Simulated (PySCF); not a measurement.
Energy of Rh⁺ (rhodium, charge +1) between two integer charges

The 4d beta orbital of [Kr] 4d8 is emptied in steps (occupation f), with all orbitals relaxed, ending at [Kr] 4d7. Calculation: PySCF 2.14, in aug-cc-pVDZ-PP with ECP28MDF (5s5p4d2f, 54 functions); a scalar-relativistic core potential. The exact energy is a straight line in f; departures are measured from the line between the end points of the same method.

```tsv
f	M06-2X (eV)
1	0.000
0.8	-0.367
0.6	-0.564
0.4	-0.582
0.2	-0.410
0	0.000
```

| method | E(f=0) − E(f=1) (eV) | −ε at f=1 (eV) | −ε at f=0.4 (eV) |
| --- | --- | --- | --- |
| M06-2X | 18.521 | 16.278 | 18.889 |

Orbital energy along the path (eV):

| f | M06-2X |
| --- | --- |
| 1 | -16.278 |
| 0.8 | -17.105 |
| 0.6 | -17.976 |
| 0.4 | -18.889 |
| 0.2 | -19.910 |
| 0 | -21.251 |

Reference removal energy between the ground levels: 18.08 eV (semi-empirical (NIST evaluation); NIST Atomic Spectra Database, ionization energies). The calculation has no spin-orbit coupling. The determinant left behind need not be the lowest term of the ion.
